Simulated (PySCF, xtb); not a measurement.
H₃HfO₃, SMILES [OH][Hf+]([OH])[OH], charge +1, multiplicity 1. Other conformers were not sampled.

Harmonic wavenumbers (cm⁻¹) from xtb with GFN2-xTB at its own minimum, in rising order: 32, 47, 52, 375, 376, 387, 413, 448, 456, 500, 557, 559, 3452, 3455, 3470.

Problem. What does r2SCAN-D4/def2-SVP run with PySCF 2.14.0 give at its own minimum? (Estimate from the structure and the level; the computed values follow.)

Solution. 136, 192, 192, 301, 403, 403, 510, 510, 560, 768, 768, 794, 3886, 3886, 3898. Paired by order, the mean absolute difference is 185 cm⁻¹ and the zero-point energies are 20.8 and 24.6 kcal/mol.
